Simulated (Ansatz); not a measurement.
Ansatz (a quantum-chemistry and plane-wave program) input (B3LYP-D3(BJ)/def2-TZVP):

Ansatz 0.2 input:
```yaml
crystal:
  periodic: [false, false, false]
  atoms:
    - {symbol: Y, position_ang: [-0.00000000, -0.00000000, -1.21210621]}
    - {symbol: Br, position_ang: [0.00000000, 0.00000000, 1.35063264]}
basis:
  gaussian:
    orbitals: def2-TZVP
hamiltonian:
  xc: b3lyp
  dispersion: d3bj
phonons: {temperatures: {t_min: 298.15, t_max: 298.15, t_step: 100}}
```

Output:

```
Functional definition: B3LYP
integrals: 0.03 GiB planned
780 factors; their error is unknown
mean field: 0.25 GiB planned
mean field evaluation 1: about -71089.8290 eV, gradient 1.4e1 eV
mean field evaluation 2: about -71088.5623 eV, gradient 2.6e1 eV
mean field evaluation 4: about -71090.6062 eV, gradient 1.5e0 eV
mean field evaluation 8: about -71090.9738 eV, gradient 9.0e-2 eV
mean field -71090.97382485 eV, -2612.5451008704 hartree, gradient 5.9e-5 eV, S^2 0.000000; 0 other end points of the search recorded, 0 dependent functions left out
the calculation of the forces begins
reference -71090.97400442 eV, -2612.5451074697 hartree; 23, 23 occupied and 65, 65 virtual orbitals, 780 factors
these checks for a lower state are left out or cut short: stability, starts, cluster_reference, orbital_swaps, neighbouring_geometries, increment
integrals: 0.03 GiB planned
780 factors; their error is unknown
mean field: 0.25 GiB planned
mean field evaluation 16: about -71090.6127 eV, gradient 3.2e-1 eV
mean field -71090.97382485 eV, -2612.5451008704 hartree, gradient 2.2e-6 eV, S^2 0.000000; 0 other end points of the search recorded, 0 dependent functions left out
the calculation of the forces begins
reference -71090.97400442 eV, -2612.5451074697 hartree; 23, 23 occupied and 65, 65 virtual orbitals, 780 factors
these checks for a lower state are left out or cut short: stability, starts, cluster_reference, orbital_swaps, neighbouring_geometries, increment
integrals: 0.03 GiB planned
780 factors; their error is unknown
mean field: 0.25 GiB planned
mean field -71090.97382485 eV, -2612.5451008704 hartree, gradient 2.2e-6 eV, S^2 0.000000; 0 other end points of the search recorded, 0 dependent functions left out
the calculation of the forces begins
reference -71090.97400442 eV, -2612.5451074697 hartree; 23, 23 occupied and 65, 65 virtual orbitals, 780 factors
these checks for a lower state are left out or cut short: stability, starts, cluster_reference, orbital_swaps, neighbouring_geometries, increment
integrals: 0.03 GiB planned
780 factors; their error is unknown
mean field: 0.25 GiB planned
mean field evaluation 32: about -71090.6127 eV, gradient 3.2e-1 eV
mean field -71090.97382485 eV, -2612.5451008704 hartree, gradient 2.2e-6 eV, S^2 0.000000; 0 other end points of the search recorded, 0 dependent functions left out
the calculation of the forces begins
reference -71090.97400442 eV, -2612.5451074697 hartree; 23, 23 occupied and 65, 65 virtual orbitals, 780 factors
these checks for a lower state are left out or cut short: stability, starts, cluster_reference, orbital_swaps, neighbouring_geometries, increment
integrals: 0.03 GiB planned
780 factors; their error is unknown
mean field: 0.25 GiB planned
mean field -71090.97382485 eV, -2612.5451008704 hartree, gradient 2.2e-6 eV, S^2 0.000000; 0 other end points of the search recorded, 0 dependent functions left out
the calculation of the forces begins
reference -71090.97400442 eV, -2612.5451074697 hartree; 23, 23 occupied and 65, 65 virtual orbitals, 780 factors
these checks for a lower state are left out or cut short: stability, starts, cluster_reference, orbital_swaps, neighbouring_geometries, increment
integrals: 0.03 GiB planned
780 factors; their error is unknown
mean field: 0.25 GiB planned
mean field -71090.97379178 eV, -2612.5450996551 hartree, gradient 2.1e-6 eV, S^2 0.000000; 0 other end points of the search recorded, 0 dependent functions left out
the calculation of the forces begins
reference -71090.97397132 eV, -2612.5451062532 hartree; 23, 23 occupied and 65, 65 virtual orbitals, 780 factors
these checks for a lower state are left out or cut short: stability, starts, cluster_reference, orbital_swaps, neighbouring_geometries, increment
integrals: 0.03 GiB planned
780 factors; their error is unknown
mean field: 0.25 GiB planned
mean field -71090.97379160 eV, -2612.5450996485 hartree, gradient 2.2e-6 eV, S^2 0.000000; 0 other end points of the search recorded, 0 dependent functions left out
the calculation of the forces begins
reference -71090.97397121 eV, -2612.5451062490 hartree; 23, 23 occupied and 65, 65 virtual orbitals, 780 factors
these checks for a lower state are left out or cut short: stability, starts, cluster_reference, orbital_swaps, neighbouring_geometries, increment
integrals: 0.03 GiB planned
780 factors; their error is unknown
mean field: 0.25 GiB planned
mean field evaluation 64: about -71090.6127 eV, gradient 3.2e-1 eV
mean field -71090.97382485 eV, -2612.5451008704 hartree, gradient 2.2e-6 eV, S^2 0.000000; 0 other end points of the search recorded, 0 dependent functions left out
the calculation of the forces begins
reference -71090.97400442 eV, -2612.5451074697 hartree; 23, 23 occupied and 65, 65 virtual orbitals, 780 factors
these checks for a lower state are left out or cut short: stability, starts, cluster_reference, orbital_swaps, neighbouring_geometries, increment
integrals: 0.03 GiB planned
780 factors; their error is unknown
mean field: 0.25 GiB planned
mean field -71090.97382485 eV, -2612.5451008704 hartree, gradient 2.2e-6 eV, S^2 0.000000; 0 other end points of the search recorded, 0 dependent functions left out
the calculation of the forces begins
reference -71090.97400442 eV, -2612.5451074697 hartree; 23, 23 occupied and 65, 65 virtual orbitals, 780 factors
these checks for a lower state are left out or cut short: stability, starts, cluster_reference, orbital_swaps, neighbouring_geometries, increment
integrals: 0.03 GiB planned
780 factors; their error is unknown
mean field: 0.25 GiB planned
mean field -71090.97382485 eV, -2612.5451008704 hartree, gradient 2.2e-6 eV, S^2 0.000000; 0 other end points of the search recorded, 0 dependent functions left out
the calculation of the forces begins
reference -71090.97400442 eV, -2612.5451074697 hartree; 23, 23 occupied and 65, 65 virtual orbitals, 780 factors
these checks for a lower state are left out or cut short: stability, starts, cluster_reference, orbital_swaps, neighbouring_geometries, increment
integrals: 0.03 GiB planned
780 factors; their error is unknown
mean field: 0.25 GiB planned
mean field -71090.97382485 eV, -2612.5451008704 hartree, gradient 2.2e-6 eV, S^2 0.000000; 0 other end points of the search recorded, 0 dependent functions left out
the calculation of the forces begins
reference -71090.97400442 eV, -2612.5451074697 hartree; 23, 23 occupied and 65, 65 virtual orbitals, 780 factors
these checks for a lower state are left out or cut short: stability, starts, cluster_reference, orbital_swaps, neighbouring_geometries, increment
integrals: 0.03 GiB planned
780 factors; their error is unknown
mean field: 0.25 GiB planned
mean field evaluation 96: about -71090.6126 eV, gradient 3.6e-1 eV
mean field -71090.97379160 eV, -2612.5450996485 hartree, gradient 2.2e-6 eV, S^2 0.000000; 0 other end points of the search recorded, 0 dependent functions left out
the calculation of the forces begins
reference -71090.97397121 eV, -2612.5451062490 hartree; 23, 23 occupied and 65, 65 virtual orbitals, 780 factors
these checks for a lower state are left out or cut short: stability, starts, cluster_reference, orbital_swaps, neighbouring_geometries, increment
integrals: 0.03 GiB planned
780 factors; their error is unknown
mean field: 0.25 GiB planned
mean field -71090.97379178 eV, -2612.5450996551 hartree, gradient 2.1e-6 eV, S^2 0.000000; 0 other end points of the search recorded, 0 dependent functions left out
the calculation of the forces begins
reference -71090.97397132 eV, -2612.5451062532 hartree; 23, 23 occupied and 65, 65 virtual orbitals, 780 factors
Total energy: -71091.08949823 eV, -2612.5493517889 hartree
Atom 0 at    -0.000000    -0.000000    -1.212106 Å, force     0.000000    -0.000000     0.001253 eV/Å
Atom 1 at     0.000000     0.000000     1.350633 Å, force    -0.000000     0.000000    -0.001253 eV/Å
Dipole moment:    -0.000000     0.000000    -0.582971 e Å
Vibrations: 261.96 cm⁻¹, zero-point energy 0.016239 eV
```
